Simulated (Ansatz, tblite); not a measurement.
Forces on the cluster K3⁻ at its B3LYP/def2-TZVPD geometry. Total charge -1; singlet.

The xTB rows come from tblite. The restricted singlet is unstable towards broken spin symmetry at other levels; at ωB97M-V/def2-TZVPD this wasn't settled. The structure comes from a short search, and lower isomers may exist.

GFN1-xTB (tblite), largest force 0.27 eV/Å:

```xyz
3
positions Å, forces eV/Å
K     1.277    2.352    3.391   -0.080   -0.147   -0.212
K     0.000    0.001    0.001   -0.001   -0.001   -0.001
K    -1.277   -2.352   -3.391    0.080    0.148    0.214
```

GFN2-xTB (tblite), largest force 0.19 eV/Å:

```
K -0.056 -0.103 -0.149
K 0.000 -0.001 -0.001
K 0.056 0.104 0.149
```

ωB97M-V/def2-TZVPD (Ansatz), largest force 0.07 eV/Å:

```
K -0.020 -0.037 -0.053
K 0.000 0.000 -0.001
K 0.020 0.038 0.054
```
